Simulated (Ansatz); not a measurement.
`[SiH3]B1CN1` → `B1CN1` + `[SiH2]` at 298.15 K and 1 bar (silylene loss).

Program: Ansatz. Geometries: PBE0-D4/def2-TZVP. ΔE: electronic, gas phase. CCSD(T)/CBS adds triple-zeta CCSD(T) − MP2 to the extrapolated MP2 energy (def2 sets, frozen cores). This one scheme is used for every species.

| species | CCSD(T)/CBS energy (Eh) | H − E (kJ/mol) | S (J/(mol·K)) |
| --- | --- | --- | --- |
| `[SiH3]B1CN1` | -410.19867 | 203.6 | 320.4 |
| `B1CN1` | -119.91915 | 153.4 | 254.8 |
| `[SiH2]` | -290.19011 | 40.6 | 207.5 |

H − E and S are ideal-gas, rigid-rotor, harmonic terms from PBE0-D4/def2-TZVP. 1 Eh = 2625.50 kJ/mol, R = 8.31446 J/(mol·K).

Problem. By hand: ΔE, ΔH, ΔS and ΔG.

Solution. ΔE = (-119.91915) + (-290.19011) − (-410.19867) = 0.08941 Eh = 234.7 kJ/mol. Δ(H − E) = 153.4 + 40.6 − 203.6 = -9.6, so ΔH = 225.1 kJ/mol. ΔS = 254.8 + 207.5 − 320.4 = 141.9 J/(mol·K). ΔG = 225.1 − 298.15 × (141.9)/1000 = 182.8 kJ/mol.

Problem. By hand: the equilibrium constant, and the temperature at which ΔG would vanish if ΔH and ΔS stayed fixed.

Solution. log₁₀ K = −ΔG/(RT ln 10) = -32.0. ΔG = 0 at ΔH/ΔS = 1586 K.

The number of gas molecules changes by +1, which sets the sign of ΔS. A doubt of 5 kJ/mol in ΔE shifts log₁₀ K by 0.9 here. These are equilibria of isolated gas molecules and say nothing of rates. Largest T1 diagnostic: 0.014 (customary marks: 0.02 for closed shells, 0.045 for open ones).
